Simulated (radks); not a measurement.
Coulomb parameter of the 4d shell of neutral rhodium in the model configuration [Kr] 4d8 5s1, as a second difference U = [E(n + 0.5) + E(n - 0.5) - 2 E(n)] / (0.5)^2 with all orbitals relaxed. "Bare": the charge of the atom changes with n. "Screened": the 5s shell takes up the change at fixed total charge, which measures U(4d,4d) + U(5s,5s) - 2 U(4d,5s). All-electron calculation, scalar-relativistic Kohn-Sham, PBE, spin-unpolarised, spherical densities, finite nucleus; Fermi nuclear charge, rms radius 4.4945 fm. Program: a radial shooting solver on a logarithmic mesh with Libxc functionals.

case              configuration  E - E(n) (eV)
start              [Kr] 4d8 5s1          0.000
bare +0.5        [Kr] 4d8.5 5s1         -1.845
bare -0.5        [Kr] 4d7.5 5s1          4.217
screened +0.5  [Kr] 4d8.5 5s0.5         -0.631
screened -0.5  [Kr] 4d7.5 5s1.5          1.024

U(bare) = 9.488 eV, U(screened by 5s) = 1.574 eV, against the Slater integral F0(4d,4d) = 15.732 eV with frozen orbitals. The step up makes a negative ion, whose loosely bound charge lowers the bare value.
